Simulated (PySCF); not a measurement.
H4Ti, multiplicity 1.

```xyz
5

Ti     0.0000     0.0000     0.0000
H      0.9798     0.9798     0.9798
H     -0.9798     0.9798    -0.9798
H     -0.9798    -0.9798     0.9798
H      0.9798    -0.9798    -0.9798
```
Charge 0, spin multiplicity 1.

Coordinates come from a B3LYP-D3(BJ)/def2-TZVPD optimisation. The multiplicity is an assumed one; other spin states were not compared.

The numbers are results of B3LYP/pcSseg-2 (PySCF), not measurements. Non-relativistic, no solvent.

Computed absolute GIAO shielding of each atom: isotropic value and principal components (ppm):
```tsv
atom	σ(iso)	σ11	σ22	σ33	span
Ti1	-2792.3	-2792.3	-2792.3	-2792.3	0.0
H2	19.8	-18.5	38.9	38.9	57.4
H3	19.8	-18.5	38.9	38.9	57.4
H4	19.8	-18.5	38.9	38.9	57.4
H5	19.8	-18.5	38.9	38.9	57.4
```
